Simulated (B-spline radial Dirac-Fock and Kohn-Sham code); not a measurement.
## The Bi atom: differential elastic cross section for electrons at 51.7 keV

Calculated with an atomic code on a B-spline grid, using relativistic (Dirac) partial waves in the static field of the Dirac-Fock atom with Furness-McCarthy exchange, without polarisation or absorption potentials.

Input of the calculation (task.json; shells as n, l, electrons):

```json
{"items": [{
  "Z": 83,
  "q": 0,
  "cfg": [[1, 0, 2], [2, 0, 2], [2, 1, 6], [3, 0, 2], [3, 1, 6], [3, 2, 10], [4, 0, 2], [4, 1, 6], [4, 2, 10], [4, 3, 14], [5, 0, 2], [5, 1, 6], [5, 2, 10], [6, 0, 2], [6, 1, 3]],
  "A": 209,
  "rrms": 5.5211,
  "do": "elastic",
  "energies": [[51700.0, 0]],
  "theta": [5, 10, 15, 20, 25, 30, 35, 40, 45, 50, 55, 60, 65, 70, 75, 80, 85, 90, 95, 100, 105, 110, 115, 120, 125, 130, 135, 140, 145, 150, 155, 160, 165, 170, 175]
}]}
```

Run with: `python xray2_run.py task.json out`

```
θ (°)  dσ/dΩ (a₀²/sr)  Sherman function
    5            5.72             0.000
   10           0.672             0.000
   15           0.188             0.000
   20          0.0720             0.003
   25          0.0334             0.010
   30          0.0180             0.022
   35          0.0107             0.036
   40         0.00692             0.048
   45         0.00473             0.055
   50         0.00341             0.054
   55         0.00256             0.042
   60         0.00199             0.019
   65         0.00160            -0.013
   70         0.00132            -0.053
   75         0.00111            -0.099
   80        0.000954            -0.148
   85        0.000834            -0.197
   90        0.000740            -0.244
   95        0.000666            -0.287
  100        0.000607            -0.323
  105        0.000559            -0.352
  110        0.000520            -0.372
  115        0.000489            -0.384
  120        0.000464            -0.388
  125        0.000443            -0.383
  130        0.000426            -0.370
  135        0.000412            -0.350
  140        0.000400            -0.325
  145        0.000391            -0.294
  150        0.000384            -0.260
  155        0.000378            -0.221
  160        0.000373            -0.180
  165        0.000370            -0.137
  170        0.000368            -0.092
  175        0.000366            -0.046
```

The total elastic cross section is 1.29 a₀², the first transport cross section 0.0153 a₀² and the second, weighted with (3/2) sin²θ, 0.0314 a₀². The mean deflection is ⟨1 − cos θ⟩ = 0.0119, and 0.24 % of the collisions scatter beyond 90°.

Phase shifts modulo π (rad) for κ = −1 to −5: -1.344, 0.463, -0.260, -0.735, -1.075.
